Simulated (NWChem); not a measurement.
# CH₅FGe; SMILES [CH3][GeH2][F]

Program: NWChem. Pople sets run with spherical d functions. Coordinates come from a PBE-D3(BJ)/def2-SVP optimisation. Level M06-2X/6-31G*: energy and gradient on several grids; changes count from the extra-fine grid, which is no exact limit either.

```json
[
 {"grid": "xcoarse", "size of the energy change (μHa)": "20000", "largest change of a gradient component (μHa/bohr)": "5000", "time, medium = 1 (rough)": "about 1"},
 {"grid": "coarse", "size of the energy change (μHa)": "90", "largest change of a gradient component (μHa/bohr)": "400", "time, medium = 1 (rough)": "about 1"},
 {"grid": "medium", "size of the energy change (μHa)": "< 10", "largest change of a gradient component (μHa/bohr)": "200", "time, medium = 1 (rough)": "about 1"},
 {"grid": "fine", "size of the energy change (μHa)": "< 10", "largest change of a gradient component (μHa/bohr)": "50", "time, medium = 1 (rough)": "about 1"},
 {"grid": "xfine", "size of the energy change (μHa)": "< 10", "largest change of a gradient component (μHa/bohr)": "< 30", "time, medium = 1 (rough)": "2"}
]
```
